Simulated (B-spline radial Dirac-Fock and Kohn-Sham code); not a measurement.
Core-level shifts of tungsten with charge state

The computed values come from a radial finite-basis atomic code: Dirac-Fock energy differences between relaxed states, corrected for Breit and QED terms. Each ion is free and in its tabulated ground configuration. The model has no electron correlation.

Reference: W, [Xe] 4f14 5d4 6s2, with 1s 69528.4 eV, 3p3/2 2292.4 eV, 3d5/2 1816.7 eV, 4s 609.5 eV, 4f7/2 38.78 eV, Kα1 (K-L3) 59314.9 eV, Kβ1 (K-M3) 67236.1 eV, Lα1 (L3-M5) 8396.8 eV. Shifts from it, in eV (a dash: the subshell is empty, belongs to an open shell averaged over j, or its hole state is left out as unreliable):

| ion | configuration | 1s | 3p3/2 | 3d5/2 | 4s | 4f7/2 | Kα1 | Kβ1 | Lα1 |
| --- | --- | --- | --- | --- | --- | --- | --- | --- | --- |
| W⁺ | [Xe] 4f14 5d4 6s1 | ? | ? | ? | ? | ? | ? | ? | ? |
| W²⁺ | [Xe] 4f14 5d4 | +17.6 | +17.4 | +17.4 | +17.3 | +17.4 | +0.13 | +0.17 | +0.03 |
| W³⁺ | [Xe] 4f14 5d3 | +31.7 | +31.5 | +31.5 | +31.3 | +31.3 | +0.06 | +0.21 | +0.13 |
| W⁴⁺ | [Xe] 4f14 5d2 | +47.2 | +46.9 | +46.9 | +46.7 | +46.6 | -0.01 | +0.30 | +0.29 |
| W⁵⁺ | [Xe] 4f14 5d1 | +64.0 | +63.5 | +63.6 | +63.2 | +62.9 | -0.08 | +0.45 | +0.49 |
| W⁶⁺ | [Xe] 4f14 | +81.9 | +81.2 | +81.2 | +80.7 | +80.2 | -0.14 | +0.66 | +0.76 |
| W⁷⁺ | [Xe] 4f13 | +112.7 | +114.5 | +114.3 | +112.0 | – | -1.24 | -1.74 | -0.36 |
| W⁸⁺ | [Kr] 4d10 4f14 5s2 5p4 | +128.5 | +125.1 | +125.5 | +124.1 | +123.1 | +1.26 | +3.37 | +1.80 |
| W⁹⁺ | [Kr] 4d10 4f14 5s2 5p3 | +153.1 | +148.2 | +148.7 | +146.8 | +145.5 | +2.05 | +4.90 | +2.42 |
| W¹⁰⁺ | [Kr] 4d10 4f14 5s2 5p2 | +178.6 | +172.0 | +172.6 | +170.1 | +168.6 | +2.91 | +6.59 | +3.09 |

Q: Give the missing shifts for W⁺.

A: 1s +8.2, 3p3/2 +8.2, 3d5/2 +8.2, 4s +8.1, 4f7/2 +8.2, Kα1 +0.03, Kβ1 +0.05, Lα1 +0.01 (eV).

Over this range K (1s) moves by +178.6 eV and Kα1 by +2.9 eV: a line is a difference of two levels that shift in the same direction.
